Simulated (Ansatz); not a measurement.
Ansatz (a quantum-chemistry and plane-wave program) input:

Ansatz 0.2 input:
```yaml
crystal:
  periodic: [false, false, false]
  atoms:
    - {symbol: Si, position_ang: [-0.00000000, -0.00000000, -1.18991524]}
    - {symbol: C, position_ang: [0.00000000, 0.00000000, 0.65490404]}
    - {symbol: N, position_ang: [0.00000000, 0.00000000, 1.81848417]}
basis:
  gaussian:
    orbitals: def2-TZVP
hamiltonian:
  xc: b3lyp
  dispersion: d3bj
magnetization: {spin_polarized: true, initial_magnetization: 1}
phonons: {temperatures: {t_min: 298.15, t_max: 298.15, t_step: 100}}
```

Predict the final energy.

-382.32089 Eh (B3LYP-D3(BJ)/def2-TZVP). The basis has 99 functions.

It need not be the lowest isomer of its formula.
